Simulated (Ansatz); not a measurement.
`[F][Zr]([Cl])([Cl])[Cl]` + `C#C` → `C#[C][Zr]([Cl])([Cl])[Cl]` + H–F at 400 K and 1 bar (formal exchange of groups at a Zr–F bond).

Gas-phase electronic energies from Ansatz, PBE0-D4/def2-TZVP geometries. CBS: MP2 limit from def2 TZ/QZ plus the TZ coupled-cluster correction, frozen cores. This one scheme is used for every species. Elements past krypton have def2 core potentials. For Zr outer-core shells are correlated without core-valence functions, which leaves a few kJ/mol of doubt a bond.

```tsv
species	CCSD(T)/CBS energy (Eh)	H − E (kJ/mol)	S (J/(mol·K))
`[F][Zr]([Cl])([Cl])[Cl]`	-1526.43176	46.9	397.3
`C#C`	-77.22717	85.5	213.8
`C#[C][Zr]([Cl])([Cl])[Cl]`	-1503.20894	96.2	443.1
H–F	-100.39570	36.5	182.2
```

H − E and S are ideal-gas, rigid-rotor, harmonic terms from PBE0-D4/def2-TZVP. 1 Eh = 2625.50 kJ/mol, R = 8.31446 J/(mol·K).

Question: By hand: ΔE, ΔH, ΔS and ΔG.

Answer: ΔE = (-1503.20894) + (-100.39570) − (-1526.43176) − (-77.22717) = 0.05429 Eh = 142.5 kJ/mol. Δ(H − E) = 96.2 + 36.5 − 46.9 − 85.5 = 0.3, so ΔH = 142.8 kJ/mol. ΔS = 443.1 + 182.2 − 397.3 − 213.8 = 14.2 J/(mol·K). ΔG = 142.8 − 400 × (14.2)/1000 = 137.1 kJ/mol.

Question: By hand: the equilibrium constant, and the temperature at which ΔG would vanish if ΔH and ΔS stayed fixed.

Answer: log₁₀ K = −ΔG/(RT ln 10) = -17.9. ΔG = 0 at ΔH/ΔS = 10056 K, far beyond where these terms or the molecules hold.

The number of gas molecules stays the same, so ΔS is small and ΔH decides. A doubt of 5 kJ/mol in ΔE shifts log₁₀ K by 0.7 here. These are equilibria of isolated gas molecules and say nothing of rates. Largest T1 diagnostic: 0.016 (customary marks: 0.02 for closed shells, 0.045 for open ones).
